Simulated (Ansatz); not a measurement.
Species: CH4FSi, charge 0, doublet. CH4FSi (SMILES F[CH][SiH3], doublet).
B3LYP-D3(BJ)/def2-TZVP minimum from Ansatz (a program for electronic structure):
```
Si
H 1 1.4798
H 1 1.4829 2 110.19
H 1 1.4829 2 110.19 3 -119.17
C 1 1.8522 2 106.30 3 120.41
F 5 1.3515 1 119.37 2 -180.00
H 5 1.0846 6 111.92 1 -180.00
```
Charge 0, spin multiplicity 2.

Total energies in hartree (Ansatz). Open shells are spin-unrestricted; no spin-orbit coupling. Correlated methods leave the cores frozen. No relativity. Where a partner has so few electrons that a lower coupled-cluster level is exact, that level stands in.

```tsv
species	HF/cc-pV(T+d)Z	CCSD(T)/cc-pV(T+d)Z	HF/cc-pV(Q+d)Z	CCSD(T)/cc-pV(Q+d)Z	CCSD(T)/cc-pV(D+d)Z	CCSDT(Q)/cc-pV(D+d)Z
1: CH4FSi (SMILES F[CH][SiH3], doublet)	-428.57740	-429.14871	-428.59245	-429.20393	-428.96898	-428.97084
2: C (triplet)	-37.69157	-37.78076	-37.69331	-37.78654	-37.76038	-37.76071
3: F (doublet)	-99.40552	-99.62036	-99.41377	-99.65026	-99.52757	-99.52776
4: Si (triplet)	-288.85649	-288.93344	-288.85845	-288.93781	-288.91643	-288.91690
5: H (doublet)	-0.49981	-0.49981	-0.49995	-0.49995	-0.49928	-0.49928
```

Work out the atomisation energy (electronic, to ground-state atoms) in kJ/mol: take Hartree-Fock from cc-pV(Q+d)Z, extrapolate the CCSD(T) correlation energy as X^-3 (X = 3, 4), and add CCSDT(Q) - CCSD(T) in cc-pV(D+d)Z. 1 hartree = 2625.5 kJ/mol.


Species 1: correlation (64·(-0.61148) - 27·(-0.57131))/37 = -0.64079; step -0.00186; E1 = -428.59245 + (-0.64079) + (-0.00186) = -429.23510
Species 2: correlation (64·(-0.09323) - 27·(-0.08919))/37 = -0.09618; step -0.00033; E2 = -37.69331 + (-0.09618) + (-0.00033) = -37.78982
Species 3: correlation (64·(-0.23649) - 27·(-0.21484))/37 = -0.25229; step -0.00019; E3 = -99.41377 + (-0.25229) + (-0.00019) = -99.66625
Species 4: correlation (64·(-0.07936) - 27·(-0.07695))/37 = -0.08112; step -0.00047; E4 = -288.85845 + (-0.08112) + (-0.00047) = -288.94004
Species 5: correlation (64·(0.00000) - 27·(0.00000))/37 = 0.00000; step +0.00000; E5 = -0.49995 + (0.00000) + (+0.00000) = -0.49995
-1·E1 +1·E2 +1·E3 +1·E4 +4·E5 = 0.83919 hartree = 2203.3 kJ/mol.
